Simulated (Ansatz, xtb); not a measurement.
Complex: C2H2 (SMILES C#C) (first 4 atoms) with CH2F2 (SMILES FCF); geometry from B3LYP-D3(BJ)/def2-TZVP.
(charge 0, multiplicity 1):
```
atom    x (Å)    y (Å)    z (Å)
----  -------  -------  -------
C      0.5992   0.0170  -0.6972
C     -0.3521  -0.0636   0.0254
H      1.4373   0.0858  -1.3471
H     -1.1855  -0.1347   0.6829
F     -1.0753   0.1558   3.1391
C      0.2511   0.1283   3.4735
F      0.4881  -1.0070   4.1848
H      0.4626   0.9913   4.1062
H      0.8374   0.1017   2.5547
```

Monomers are frozen at their geometry in the pair; levels with a basis set take the counterpoise correction.

Frozen-core correlation.

Run with Ansatz (Gaussian basis) for Hartree–Fock, density functionals and correlated methods; xtb for the GFN methods. Each number belongs to the level named beside it.

One of these levels gives -1.34 kcal/mol for the interaction energy. Which one is it?
A. B2PLYP/def2-TZVPPD
B. GFN1-xTB
C. BLYP/def2-TZVPPD
D. wB97M-V/def2-TZVPPD

A, B2PLYP/def2-TZVPPD. The others give -0.95 (GFN1-xTB), -0.35 (BLYP/def2-TZVPPD), -2.04 (wB97M-V/def2-TZVPPD)

Ansatz is an electronic-structure program.
